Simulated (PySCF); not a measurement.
# Ionisation energy of N(2+) by level of theory

N(2+) [He] 2s2 2p1 (2P) → N(3+) [He] 2s2 (1S), as a difference of total energies. Calculation: PySCF 2.14, in aug-cc-pCVTZ-DK; scalar relativity by spin-free X2C-1e. Correlated levels: valence: 1s2 frozen. The calculations carry no spin-orbit coupling.

```csv
method,ionisation energy (eV)
UHF,47.263
MP2 (valence),47.461
SCS-MP2 (valence),47.408
CCSD (valence),47.219
CCSD(T) (valence),47.248
CCSDT (valence),47.255
```

A first-order spin-orbit estimate (lowest level to lowest level, LS coupling) adds 0.014 eV.

Errors of the correlated levels include the incompleteness of this basis and the frozen core.

The coupled-cluster amplitudes are large for N(3+) (T1 above 0.03 or a double amplitude above 0.15), so a single reference is strained.

For comparison: 47.445 eV (semi-empirical (NIST evaluation); NIST Atomic Spectra Database, ionization energies).
